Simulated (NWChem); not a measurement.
System: BH$_{3}$; SMILES B

NWChem printed, in part:

```
             Northwest Computational Chemistry Package (NWChem) 7.3.0
             --------------------------------------------------------

 D3H symmetry detected

                             Geometry "geometry" -> ""
                             -------------------------

 Output coordinates in angstroms (scale by  1.889725989 to convert to a.u.)

  No.       Tag          Charge          X              Y              Z
 ---- ---------------- ---------- -------------- -------------- --------------
    1 B                    5.0000    -0.00000000    -0.00000000     0.00000000
    2 H                    1.0000     0.85308728     0.85308728     0.00000000
    3 H                    1.0000    -1.16533890     0.31225162     0.00000000
    4 H                    1.0000     0.31225162    -1.16533890     0.00000000

 Effective nuclear repulsion energy (a.u.)       7.3390842660

      Symmetry information
      --------------------

 Group name             D3h
 Group number             27
 Group order              12
 No. of unique centers     2

                                 NWChem DFT Module
                                 -----------------

 Summary of "ao basis" -> "ao basis" (spherical)
 ------------------------------------------------------------------------------
       Tag                 Description            Shells   Functions and Types
 ---------------- ------------------------------  ------  ---------------------
 B                           sto-3g                  3        5   2s1p
 H                           sto-3g                  1        1   1s

      Symmetry analysis of basis
      --------------------------

        a1'         3
        a1"         0
        a2'         0
        a2"         1
        e'          4
        e"          0

  Rotation of axis

            General Information
            -------------------
          SCF calculation type: DFT
          Wavefunction type:  closed shell.
          No. of atoms     :     4
          No. of electrons :     8
           Alpha electrons :     4
            Beta electrons :     4
          Charge           :     0
          Spin multiplicity:     1
          Use of symmetry is: on ; symmetry adaption is: on
          Maximum number of iterations: 150
          AO basis - number of functions:     8
                     number of shells:     6
          Convergence on energy requested:  1.00D-06
          Convergence on density requested:  1.00D-05
          Convergence on gradient requested:  5.00D-04

              XC Information
              --------------
                         B3LYP Method XC Potential
                     Hartree-Fock (Exact) Exchange  0.200
                        Slater Exchange Functional  0.800 local
                    Becke 1988 Exchange Functional  0.720 non-local
              Lee-Yang-Parr Correlation Functional  0.810
                  VWN I RPA Correlation Functional  0.190 local

             Grid Information
             ----------------
          Grid used for XC integration:  medium
          Radial quadrature: Mura-Knowles
          Angular quadrature: Lebedev.
          Tag              B.-S. Rad. Rad. Pts. Rad. Cut. Ang. Pts.
          ---              ---------- --------- --------- ---------
          B                   0.85       49           6.0       434
          H                   0.35       45           7.0       434
          Grid pruning is: on
          Number of quadrature shells:    94
          Spatial weights used:  Erf1

      Superposition of Atomic Density Guess
      -------------------------------------

 Sum of atomic energies:         -25.55752016

      Non-variational initial energy
      ------------------------------

 Total energy =     -25.416258
 1-e energy   =     -48.693249
 2-e energy   =      15.937906
 HOMO         =      -0.279014
 LUMO         =       0.192300

      Symmetry analysis of molecular orbitals - initial
      -------------------------------------------------

  Numbering of irreducible representations:

     1 a1'         2 a1"         3 a2'         4 a2"         5 e'
     6 e"

  Orbital symmetries:

     1 a1'         2 a1'         3 e'          4 e'          5 a2"
     6 a1'         7 e'          8 e'

     ---------------------------------------------
      Total Density - Mulliken Population Analysis
     ---------------------------------------------

    Atom       Charge   Shell Charges
 -----------   ------   -------------------------------------------------------
    1 B    5     4.62   1.99  1.17  1.45
    2 H    1     1.13   1.13
    3 H    1     1.13   1.13
    4 H    1     1.13   1.13

   convergence    iter        energy       DeltaE   RMS-Dens  Diis-err
 ---------------- ----- ----------------- --------- --------- ---------
 d= 0,ls=0.0,diis     1    -26.2704912377 -3.36D+01  6.14D-02  9.14D-02
 d= 0,ls=0.0,diis     2    -26.2890874886 -1.86D-02  1.94D-02  1.43D-02
 d= 0,ls=0.0,diis     3    -26.2917136211 -2.63D-03  3.04D-03  4.73D-04
 d= 0,ls=0.0,diis     4    -26.2918076146 -9.40D-05  4.33D-05  3.62D-08
 d= 0,ls=0.0,diis     5    -26.2918076258 -1.12D-08  4.78D-08  1.05D-13

         Total DFT energy =      -26.291807625777
      One electron energy =      -48.871399445182
           Coulomb energy =       20.444582263417
    Exchange-Corr. energy =       -5.204074709985
 Nuclear repulsion energy =        7.339084265974

 Numeric. integr. density =        7.999999246340

                  Occupations of the irreducible representations
                  ----------------------------------------------

                     irrep           alpha         beta
                     --------     --------     --------
                     a1'               2.0          2.0
                     a1"               0.0          0.0
                     a2'               0.0          0.0
                     a2"               0.0          0.0
                     e'                2.0          2.0
                     e"                0.0          0.0

                       DFT Final Molecular Orbital Analysis
                       ------------------------------------

 Vector    2  Occ=2.000000D+00  E=-4.735944D-01  Symmetry=a1'
              MO Center=  1.1D-16, -2.2D-17,  2.9D-19, r^2= 1.4D+00
   Bfn.  Coefficient  Atom+Function         Bfn.  Coefficient  Atom+Function
  ----- ------------  ---------------      ----- ------------  ---------------
     2      0.580313  1 B  s                  6      0.270806  2 H  s
     7      0.270806  3 H  s                  8      0.270806  4 H  s
     1     -0.234824  1 B  s

 Vector    3  Occ=2.000000D+00  E=-3.138674D-01  Symmetry=e'
              MO Center= -1.6D-01, -3.0D-01,  1.1D-32, r^2= 1.5D+00
   Bfn.  Coefficient  Atom+Function         Bfn.  Coefficient  Atom+Function
  ----- ------------  ---------------      ----- ------------  ---------------
     8      0.479896  4 H  s                  4     -0.414146  1 B  py
     7     -0.400087  3 H  s                  3      0.301696  1 B  px
     6     -0.079809  2 H  s

 Vector    4  Occ=2.000000D+00  E=-3.138674D-01  Symmetry=e'
              MO Center=  1.6D-01,  3.0D-01,  4.0D-48, r^2= 1.5D+00
   Bfn.  Coefficient  Atom+Function         Bfn.  Coefficient  Atom+Function
  ----- ------------  ---------------      ----- ------------  ---------------
     6      0.508058  2 H  s                  3      0.414146  1 B  px
     7     -0.323146  3 H  s                  4      0.301696  1 B  py
     8     -0.184912  4 H  s

 Vector    5  Occ=0.000000D+00  E= 2.660019D-02  Symmetry=a2"
              MO Center= -3.5D-34,  5.9D-33,  1.2D-19, r^2= 9.4D-01
   Bfn.  Coefficient  Atom+Function         Bfn.  Coefficient  Atom+Function
  ----- ------------  ---------------      ----- ------------  ---------------
     5      1.000000  1 B  pz

 Vector    6  Occ=0.000000D+00  E= 4.346767D-01  Symmetry=a1'
              MO Center= -1.4D-17,  1.7D-16, -4.0D-19, r^2= 1.6D+00
   Bfn.  Coefficient  Atom+Function         Bfn.  Coefficient  Atom+Function
  ----- ------------  ---------------      ----- ------------  ---------------
     2      1.433058  1 B  s                  6     -0.739285  2 H  s
     7     -0.739285  3 H  s                  8     -0.739285  4 H  s
     1     -0.266349  1 B  s

 Vector    7  Occ=0.000000D+00  E= 4.895457D-01  Symmetry=e'
              MO Center=  2.1D-01,  8.6D-02, -6.4D-33, r^2= 1.3D+00
   Bfn.  Coefficient  Atom+Function         Bfn.  Coefficient  Atom+Function
  ----- ------------  ---------------      ----- ------------  ---------------
     4      0.975456  1 B  py                 6     -0.956844  2 H  s
     3      0.650653  1 B  px                 8      0.643939  4 H  s
     7      0.312905  3 H  s

     ---------------------------------------------
      Total Density - Mulliken Population Analysis
     ---------------------------------------------

    Atom       Charge   Shell Charges
 -----------   ------   -------------------------------------------------------
    1 B    5     4.87   1.99  1.07  1.81
    2 H    1     1.04   1.04
    3 H    1     1.04   1.04
    4 H    1     1.04   1.04

     -------------------------------------------
      Total Density - Lowdin Population Analysis
     -------------------------------------------

    Atom       Charge   Shell Charges
 -----------   ------   -------------------------------------------------------
    1 B    5     4.87   1.98  1.00  1.89
    2 H    1     1.04   1.04
    3 H    1     1.04   1.04
    4 H    1     1.04   1.04

     Multipole analysis of the density
     ---------------------------------

     L   x y z        total         alpha         beta         nuclear
     -   - - -        -----         -----         ----         -------
     0   0 0 0     -0.000000     -4.000000     -4.000000      8.000000

[...]
```

Level: B3LYP/STO-3G. Structure relaxed at the PBE0/def2-SVP level.

Q: Which NWChem input produces such a log?

A: One answer among several that fit: the input that was run:
```
start job
memory heap 200 mb stack 900 mb global 1100 mb
geometry units angstroms noautoz
  B      0.000000     0.000000     0.000000
  H     -1.165339     0.312252     0.000000
  H      0.312252    -1.165339     0.000000
  H      0.853087     0.853087     0.000000
end
basis spherical
  * library sto-3g
end
dft
  xc b3lyp
  iterations 150
  mulliken
end
task dft energy
```
